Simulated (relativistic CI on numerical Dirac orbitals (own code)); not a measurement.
**Mo XXIX: q coefficients and field-shift factors**

Method of calculation: Dirac-Coulomb-Breit CI, orbitals from a KLI potential per configuration, derivatives by finite differences, unscaled Slater integrals, QED left out (own radial code, finite nucleus).

Configuration list (outside the closed core [Ne]): 3s²3p², 3s3p³, 3s²3p3d, 3p⁴, 3s3p²3d, 3p³3d, 3s²3d², 3s3d³, 3p²3d², 3p3d³. Double excitations out of closed p, d and f shells are left out; levels of such configurations are missing from the list, as are those of other unlisted configurations, and high levels can miss mixing partners.

With x = (α/α₀)² − 1 an excitation energy changes as ω = ω₀ + qx; K = 2q/ω₀ is the relative enhancement. Terms are leading LS components, so labels can repeat. The field-shift factor is F = δν/δ⟨r²⟩ for the transition from the lowest level.

Lowest level 3s²3p² ³P0.

```tsv
Level	ω₀ (cm⁻¹)	q (cm⁻¹)	K	F (GHz/fm²)
3s²3p² ³P1	160149	200900	2.51	-2.87
3s²3p² ¹D2	196982	206000	2.09	-2.93
3s²3p² ³P2	384696	406300	2.11	-6.99
3s²3p² ¹S0	470306	404600	1.72	-8.5
3s3p³ ⁵S°2	711905	296900	0.834	-210
3s3p³ ³D°1	837071	281200	0.672	-188
3s3p³ ³D°2	882142	398100	0.903	-189
3s3p³ ³D°3	934517	434300	0.929	-188
3s²3p3d ¹D°2	992947	311700	0.628	-81
3s3p³ ³P°0	1022064	444200	0.869	-193
3s3p³ ³P°1	1038841	459000	0.884	-191
3s²3p3d ³F°2	1084931	353900	0.652	-80.4
3s²3p3d ³F°3	1138817	298800	0.525	-9.02
```

At this charge energies of transitions that change n are usually good to better than 1 %, and those within a shell (Δn = 0) to a few per cent.
